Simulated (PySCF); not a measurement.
## Energy of Ag⁺ (silver, charge +1) between two integer charges

The 4d beta orbital of [Kr] 4d10 is emptied in steps (occupation f), with all orbitals relaxed, ending at [Kr] 4d9. All numbers are calculated (PySCF 2.14, scalar relativity through the core potential, in def2-TZVPPD with the def2 core potential (28 electrons)). The exact energy is a straight line in f; departures are measured from the line between the end points of the same method.

```csv
f,UHF (eV),LDA (eV),PBE (eV),PBE0 (eV),r2SCAN (eV),LC-wPBE (eV),BHandHLYP (eV),wB97X (eV),HSE06 (eV),TPSS (eV)
1,0.000,0.000,0.000,0.000,0.000,0.000,0.000,0.000,0.000,0.000
0.75,0.415,-1.206,-1.171,-0.788,-1.103,-0.254,-0.395,-0.310,-0.865,-1.133
0.5,0.532,-1.623,-1.572,-1.059,-1.477,-0.346,-0.537,-0.418,-1.162,-1.520
0.25,0.384,-1.228,-1.186,-0.799,-1.111,-0.264,-0.410,-0.316,-0.877,-1.145
0,0.000,0.000,0.000,0.000,0.000,0.000,0.000,0.000,0.000,0.000
```

For LC-wPBE, how does the orbital energy at f = 1 compare with the removal energy?

−ε = 20.150 eV against a total-energy difference of 21.472 eV. By Janak's theorem ε = ∂E/∂f, so the gap between them reflects the curvature. Along the path −ε is 20.771 (f = 0.75), 21.444 (f = 0.5), 22.158 (f = 0.25) eV.

| method | E(f=0) − E(f=1) (eV) | −ε at f=1 (eV) | −ε at f=0.5 (eV) |
| --- | --- | --- | --- |
| UHF | 19.736 | 22.042 | 19.653 |
| LDA | 22.224 | 15.857 | 22.164 |
| PBE | 21.763 | 15.563 | 21.724 |
| PBE0 | 21.565 | 17.398 | 21.534 |
| r2SCAN | 21.558 | 15.704 | 21.538 |
| LC-wPBE | 21.472 | 20.150 | 21.444 |
| BHandHLYP | 21.285 | 19.221 | 21.244 |
| wB97X | 21.506 | 19.879 | 21.493 |
| HSE06 | 21.570 | 16.990 | 21.538 |
| TPSS | 21.435 | 15.428 | 21.404 |

Reference removal energy between the ground levels: 21.484 eV (measured; NIST Atomic Spectra Database, ionization energies). The calculation has no spin-orbit coupling. UHF lacks correlation.
